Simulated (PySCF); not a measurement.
C4H3ClF2, SMILES C(/C(=C\F)Cl)(=C)F. Heavy atoms are numbered as in [CH2:1]=[C:2]([F:3])/[C:4]([Cl:5])=[CH:6]\[F:7]. Hydrogens are named by the atom that carries them.

Geometry: B3LYP-D3(BJ)/def2-SVP. The structure was generated by enumeration; whether it is a known compound was not checked. One conformer was computed; it need not be the lowest.

These are PBE/def2-TZVP run with PySCF values and carry that method's errors.

ESP charges are fitted to the potential on shells at 1.4 to 2.0 van der Waals radii. Atomic charges (e), one atom of each kind:

```tsv
atom	ESP fit	meta-Löwdin
C1 (CH2)	-0.72	-0.32
C2	0.55	0.27
F3	-0.18	-0.24
C4	-0.27	-0.06
Cl5	-0.04	-0.03
C6 (CH)	0.11	0.15
F7	-0.10	-0.21
H on C1	0.25	0.15
H on C6	0.13	0.14
```

### Question
Give the Mayer and Wiberg (Löwdin basis) orders of the bonds. (Estimate from the structure and the level; the computed values follow.)

### Answer

```
bond    Mayer  Wiberg
------  -----  ------
C1–C2    1.81    2.01
C2–F3    1.12    1.72
C2–C4    1.04    1.24
C4–Cl5   1.03    1.61
C4–C6    1.65    1.91
C6–F7    1.15    1.82
```
